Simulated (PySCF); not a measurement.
C4H6ClF, SMILES F/C=C/CCCl. Geometry optimised at PBE-D3(BJ)/def2-SVP. The structure was generated by enumeration; whether it is a known compound was not checked. One conformer was computed; it need not be the lowest.

These are PBE-D3(BJ)/def2-SVP in PySCF values and carry that method's errors.

Harmonic wavenumbers (cm⁻¹): 111, 121, 189, 253, 303, 416, 581, 646, 787, 874, 883, 916, 961, 1066, 1129, 1160, 1193, 1234, 1271, 1305, 1340, 1379, 1408, 1711, 2947, 2985, 3014, 3082, 3104, 3127. Rotational constants (GHz): 4.752, 1.459, 1.183; symmetry number 1.

### Question
Work out the zero-point energy and the ideal-gas rigid-rotor harmonic-oscillator thermochemistry at 298.15 K and 1 atm.

### Answer
ZPE = ½ Σ hcν = ½ × 39496 cm⁻¹ = 236.24 kJ/mol. H − E(el) = 256.48 kJ/mol. Entropy in J/(mol K): translation 167.20, rotation 117.41, vibration 60.99, total 345.61. G − E(el) = 153.43 kJ/mol. Cp = 104.85 J/(mol K). Modes under 150 cm⁻¹ make the vibrational entropy uncertain.
